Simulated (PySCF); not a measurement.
# C$_{3}$H$_{6}$N, SMILES `C=C[N]C` (C–C–N–C torsion 180°) (charge 0, multiplicity 2)

Computed with PySCF with CAM-B3LYP-D3(BJ)/def2-TZVP.

* **highest occupied spin orbital**: -7.77 eV
* **dipole moment**: 1.42 D
* **total energy**: -4696.30 eV
* **cost**: roughly 2.6 core-minutes

```xyz
10

C      1.8992     0.2988     0.5034
C      0.6881    -0.1150    -0.0232
N     -0.4397     0.4290     0.3432
C     -1.6411    -0.0703    -0.2616
H      1.9216     1.0916     1.2375
H      2.8275    -0.1579     0.1933
H      0.6928    -0.9206    -0.7661
H     -2.1597     0.7513    -0.7620
H     -2.3151    -0.4287     0.5204
H     -1.4737    -0.8782    -0.9849
```
Charge 0, spin multiplicity 2.
